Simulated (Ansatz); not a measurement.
`BN(CC)[Si](C)(C)C`, relaxed with RKS PBE-D4/def2-SVP in Ansatz from a rough embedded geometry. The force threshold is 0.03 eV/Å; the program also tests the step.

Total charge 0; spin multiplicity 1.

Start:

```xyz
24

B    -2.039    0.534   -1.150
N    -0.917   -0.383   -0.705
C    -1.436   -1.304    0.334
C    -0.426   -2.516    0.460
Si    0.507    0.598   -0.158
C     0.710    2.197   -1.117
C     0.414    1.030    1.647
C     2.128   -0.361   -0.477
H    -3.038    0.574   -0.524
H    -1.889    1.265   -2.046
H    -1.605   -0.827    1.303
H    -2.359   -1.778   -0.032
H    -1.018   -3.292    1.057
H    -0.068   -2.861   -0.419
H     0.364   -2.224    1.184
H    -0.111    2.873   -0.884
H     1.673    2.701   -0.839
H     0.733    1.963   -2.185
H     1.240    1.696    1.936
H    -0.558    1.581    1.900
H     0.437    0.146    2.302
H     2.072   -0.792   -1.507
H     2.979    0.357   -0.360
H     2.207   -1.179    0.281
```

Q: How much energy does the relaxation release, and in how many steps? (An estimate is asked.)

A: The calculation gave: 32.53 kcal/mol, in 19 steps, 1 of them rejected.

Q: Which bonds change most? (Best estimate.)

A: Ansatz gave: B1–N2 from 1.516 to 1.405 Å; C4–H14 from 1.010 to 1.109 Å; B1–H10 from 1.165 to 1.221 Å; C3–C4 from 1.583 to 1.530 Å.

Q: Give the relaxed structure. (An estimate is asked.)

A: The calculation gave: 
```xyz
24

B    -1.470   -0.161   -1.747
N    -0.956   -0.186   -0.440
C    -1.584   -1.024    0.596
C    -0.854   -2.349    0.821
Si    0.567    0.725   -0.076
C     0.439    2.470   -0.777
C     0.768    0.832    1.801
C     2.028   -0.194   -0.842
H    -2.482   -0.791   -2.017
H    -0.897    0.490   -2.606
H    -1.642   -0.461    1.553
H    -2.629   -1.226    0.284
H    -1.366   -2.954    1.597
H    -0.823   -2.941   -0.116
H     0.193   -2.193    1.154
H    -0.444    2.998   -0.363
H     1.345    3.054   -0.513
H     0.345    2.462   -1.881
H     1.691    1.402    2.035
H    -0.082    1.368    2.273
H     0.860   -0.161    2.285
H     1.898   -0.273   -1.940
H     2.984    0.334   -0.645
H     2.113   -1.222   -0.436
```
